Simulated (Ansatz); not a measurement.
Species: C2F6, charge 0, multiplicity 1. SMILES: C(F)(F)(F)C(F)(F)F
Geometry from a B3LYP-D3(BJ)/def2-TZVP (Ansatz, an electronic-structure program) optimisation:
```xyz
8

F     -1.4128     0.5032    -0.9145
C     -0.7531    -0.1907     0.0136
F     -1.2685     0.0845     1.2122
F     -0.8949    -1.4935    -0.2333
C      0.7531     0.1907    -0.0136
F      0.8949     1.4935     0.2333
F      1.2685    -0.0845    -1.2122
F      1.4128    -0.5032     0.9145
```

Wanted: atomisation energy (electronic, to ground-state atoms); the coupled-cluster value holds the core correlation from cc-pwCVTZ, in kcal/mol. Valence correlation only, unless marked. Open shells are spin-unrestricted. No spin-orbit coupling. No relativistic terms. Basis-set limits of correlation are two-point, X^-3; Hartree-Fock from the larger set.

Level to compare with: CCSD(T)/CBS(cc-pVTZ,cc-pVQZ) plus the core term (Ansatz), 792.3 kcal/mol. It is a level with limits of its own, and the differences hold the functionals' basis error too.

Question: Rank these functionals by how close they come to CCSD(T)/CBS(cc-pVTZ,cc-pVQZ), closest first: BHLYP/def2-TZVPD (Ansatz); BLYP/def2-TZVPD (Ansatz); PBE0/def2-TZVPD (Ansatz).

Answer: PBE0/def2-TZVPD (global hybrid, 792.5 kcal/mol, difference 0.2), BLYP/def2-TZVPD (GGA, 785.9 kcal/mol, difference -6.4), BHLYP/def2-TZVPD (global hybrid, 723.8 kcal/mol, difference -68.5)
